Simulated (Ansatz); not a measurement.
Input and output for `CN[SiH2]N`.

```yaml
crystal:
  periodic: [false, false, false]
  atoms:
    - {symbol: C, position_ang: [-1.512422, 1.046041, 0.573332]}
    - {symbol: N, position_ang: [-0.749955, 0.058209, -0.154056]}
    - {symbol: Si, position_ang: [0.827334, -0.468231, 0.244646]}
    - {symbol: N, position_ang: [1.582783, -1.025513, -1.186089]}
    - {symbol: H, position_ang: [-2.099523, 1.673738, -0.104882]}
    - {symbol: H, position_ang: [-0.828750, 1.704864, 1.114062]}
    - {symbol: H, position_ang: [-2.199720, 0.612337, 1.310957]}
    - {symbol: H, position_ang: [-1.309166, -0.542577, -0.739349]}
    - {symbol: H, position_ang: [0.950076, -1.632014, 1.174357]}
    - {symbol: H, position_ang: [1.430286, 0.716111, 0.926303]}
    - {symbol: H, position_ang: [2.249434, -1.777907, -1.149892]}
    - {symbol: H, position_ang: [1.736621, -0.420361, -1.975390]}
basis:
  gaussian: {orbitals: cc-pVTZ-DK}
magnetization: {spin_polarized: true, initial_magnetization: 2}
hamiltonian: {xc: {name: PBE0}, dispersion: d4}
output: {forces: true}
```

```sh
$ ansatz run in.yaml --threads 4 --pin off --events-out ev --progress --plain --max-ram 10444MiB
```

It prints (some lines left out):

```
Functional definition: PBE0
1295 factors; their error is unknown
mean field evaluation 1: about -12019.3765 eV, gradient 5.5e1 eV
mean field evaluation 2: about -11999.2828 eV, gradient 8.2e1 eV
mean field evaluation 4: about -12031.8457 eV, gradient 7.7e0 eV
mean field evaluation 8: about -12032.2549 eV, gradient 8.6e-1 eV
mean field evaluation 16: about -12032.5160 eV, gradient 1.5e-1 eV
mean field evaluation 32: about -12032.2403 eV, gradient 2.1e0 eV
mean field -12032.54174255 eV, -442.1877530891 hartree, gradient 1.8e-5 eV, S^2 2.005654; 5 other end points of the search recorded, 0 dependent functions left out
reference -12032.54177823 eV, -442.1877544003 hartree; 22, 20 occupied and 214, 216 virtual orbitals, 1295 factors
Total energy: -12032.71932350 eV, -442.1942790686 hartree
Relativity: scalar
Atom 0 at    -1.512422     1.046041     0.573332 Å, force     1.037439     0.854964    -0.009975 eV/Å
Atom 1 at    -0.749955     0.058209    -0.154056 Å, force    -1.883366     1.927559     1.407740 eV/Å
Atom 2 at     0.827334    -0.468231     0.244646 Å, force     3.544387    -0.580401     1.539527 eV/Å
Atom 3 at     1.582783    -1.025513    -1.186089 Å, force    -0.248639     0.239647    -0.475307 eV/Å
Atom 4 at    -2.099523     1.673738    -0.104882 Å, force    -0.218450    -0.364539    -0.426576 eV/Å
Atom 5 at    -0.828750     1.704864     1.114062 Å, force     0.045612    -0.201754     0.011813 eV/Å
Atom 6 at    -2.199720     0.612337     1.310957 Å, force    -0.092962    -0.667618    -0.217790 eV/Å
Atom 7 at    -1.309166    -0.542577    -0.739349 Å, force    -1.886409    -1.196082    -1.805689 eV/Å
Atom 8 at     0.950076    -1.632014     1.174357 Å, force    -0.365434     0.088459     0.025595 eV/Å
Atom 9 at     1.430286     0.716111     0.926303 Å, force     0.160475    -0.086103    -0.121079 eV/Å
Atom 10 at     2.249434    -1.777907    -1.149892 Å, force    -0.084819     0.099990     0.079430 eV/Å
Atom 11 at     1.736621    -0.420361    -1.975390 Å, force    -0.007833    -0.114123    -0.007688 eV/Å
Dipole moment:     0.237592     0.269579    -0.037038 e Å
```

Run time 17 s (4 threads of an AMD EPYC 7B13 on a shared host); peak host memory 1 GiB.
